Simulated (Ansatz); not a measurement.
Relaxation of CH$_{3}$BOS (7 atoms, charge 0, multiplicity 1), to a largest force component of 0.015 eV/Å in at most 40 steps.

Computed with RKS r2SCANh/STO-3G in Ansatz 0.2.0.

```xyz
7
Properties=species:S:1:pos:R:3
B 0.383 -0.474 -1.208
S -0.641 -1.143 0.228
C -0.453 0.344 1.195
O -1.377 1.268 1.092
H 1.505 -0.595 -1.299
H -0.225 0.196 -2.064
H 0.325 0.491 1.878
```

Where does it end, and by what steps?

The forces met the threshold. Limits of this set-up: minimal basis. After 20 steps the energy has fallen by 2.075 eV; H6 moved furthest, 1.64 Å.

```tsv
step	energy less start (eV)	largest force component (eV/Å)	accepted
0	0.0000	6.116	yes
1	-0.3727	3.388	yes
2	-0.4299	3.362	yes
3	-0.6177	1.189	yes
4	-0.8646	0.618	yes
5	-1.0873	1.401	yes
6	-1.3799	0.939	yes
7	-1.6092	0.881	yes
8	-1.7714	0.913	yes
9	-1.8965	0.485	yes
10	-1.9369	0.783	yes
11	-1.9818	1.346	yes
12	-1.9897	1.466	yes
13	-2.0246	2.163	yes
14	-2.0386	0.915	yes
15	-2.0195	0.509	no
16	-2.0751	0.072	yes
17	-2.0751	0.084	yes
18	-2.0753	0.065	yes
19	-2.0754	0.039	yes
20	-2.0755	0.008	yes
```

```xyz
7
Properties=species:S:1:pos:R:3
B 0.590 -0.547 -1.068
S -0.604 -1.055 0.087
C -0.783 0.507 1.050
O -1.548 0.644 2.012
H 0.954 -1.315 -1.866
H 1.017 0.540 -1.044
H -0.110 1.314 0.651
```

Run time: 22 s on 1 thread of AMD EPYC 9R45 96-Core Processor (Zen 5), with other jobs on the host, peak memory 0.17 GiB.
